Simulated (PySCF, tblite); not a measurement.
C₄H₁₀ClNSi.
Structure used (GFN2-xTB), in Å, numbered top down from 1:
```
atom  x, y, z in Å
Cl1    2.724    2.133    0.698
Si2    2.330    0.262    0.066
N3     0.634    0.117   -0.033
C4    -0.358    0.933    0.653
C5    -1.685    0.508    0.035
C6    -1.461   -0.983   -0.197
C7    -0.008   -1.023   -0.668
H8     2.904    0.077   -1.266
H9     2.958   -0.650    1.031
H10   -0.360    0.722    1.730
H11   -0.143    1.993    0.513
H12   -2.532    0.716    0.686
H13   -1.836    1.018   -0.918
H14   -2.144   -1.411   -0.928
H15   -1.567   -1.525    0.744
H16    0.491   -1.957   -0.397
H17    0.047   -0.917   -1.758
```

Computed with CAM-B3LYP/def2-SVPD in PySCF (dipole) on a GFN2-xTB geometry, gas phase.

Take the most abundant isotopes and a rigid rotor. The values belong to one conformer with, in the numbering `[Cl:1][SiH2:2][N:3]1[CH2:4][CH2:5][CH2:6][CH2:7]1`, Cl1–Si2–N3–C4 -21°, Si2–N3–C4–C5 171°, N3–C4–C5–C6 36°, C4–C5–C6–C7 -39°, C5–C6–C7–N3 29°.

Give the principal moments of inertia and the rotational constants in MHz.

Ia = 119.89, Ib = 498.77, Ic = 594.13 u·Å²; 505379 MHz·u·Å²/I gives A = 4216, B = 1013, C = 850.6 MHz.

Classify the top.

A near-prolate asymmetric top. Ray's parameter κ = (2B − A − C)/(A − C) = -0.903; −1 is the prolate and +1 the oblate limit.

What does the inertial defect say?

Not planar: Δ = Ic − Ia − Ib = -24.52 u·Å². For a rigid frame Δ = −2 Σ m c², so Σ m c² = 12.26 u·Å² lies off the ab plane: 9.95 from hydrogen and 2.31 from heavier atoms. The atom farthest from that plane is 1.34 Å away.

Give the other two planar moments, Paa and Pbb, and the rms extents of the mass along the axes.

Paa = Σ m a² = (Ib + Ic − Ia)/2 = 486.50 and Pbb = Σ m b² = (Ia + Ic − Ib)/2 = 107.62 u·Å². With the mass M = 135.03 u, the rms extents √(P/M) along a, b and c are 1.90, 0.89, 0.30 Å.

Which types of transition are allowed, and where do some lines up to J = 3 fall?

The dipole components are |μa| = 2.28 D, |μb| = 0.39 D, |μc| = 0.15 D. Intensities carry the squares of the components, which stand as 1.00 : 0.03 : 0.00 (a : b : c). Some lines, for components of 0.1 D or more:

```tsv
type	branch	J(Ka,Kc)	MHz	lower level (cm⁻¹)
a	Q	2(1,1) ← 2(1,2)	488	0.288
b	R	2(0,2) ← 1(1,1)	519	0.169
c	Q	2(1,2) ← 2(0,2)	3046	0.186
c	R	1(1,0) ← 0(0,0)	5229	0.000
a	R	3(2,1) ← 2(2,0)	5616	0.625
b	R	2(1,2) ← 1(0,1)	6767	0.062
b	R	3(1,3) ← 2(0,2)	8390	0.186
b	Q	2(2,1) ← 2(1,2)	10095	0.288
b	Q	3(2,2) ← 3(1,3)	10342	0.466
b	R	2(2,1) ← 1(1,0)	13497	0.174
c	R	2(2,1) ← 1(1,1)	13660	0.169
b	R	3(2,2) ← 2(1,1)	15198	0.304
c	R	3(2,2) ← 2(1,2)	15686	0.288
b	Q	3(3,0) ← 3(2,1)	16392	0.812
c	R	3(3,0) ← 2(2,0)	22007	0.625
c	R	3(3,1) ← 2(2,1)	22013	0.625
b	R	3(3,0) ← 2(2,1)	22013	0.625
```

Estimate the classical rotational partition function at 10 K, 100 K and 500 K.

Point group C1, symmetry number σ = 1; q = (√π/σ)·√((kT/h)³/(ABC)), k/h = 20836.6 MHz/K: 2800 at 10 K, 88400 at 100 K, 989000 at 500 K.

Its GFN2-xTB frequencies are all real (lowest 20 cm⁻¹). No vibrational averaging or centrifugal distortion is included, and the geometry carries the error of its method. Quadrupole hyperfine structure (14N, 35Cl) is left out.

Time: 94 s of wall time (with the writing of density and orbital grids); peak memory 1.0 GiB. Hardware: one thread of an Intel Xeon at 2.70 GHz, no GPU, shared host with 64 logical CPUs at a one-minute load of 63. This is the CAM-B3LYP/def2-SVPD job that gave the dipole, with the excitations it also computed.
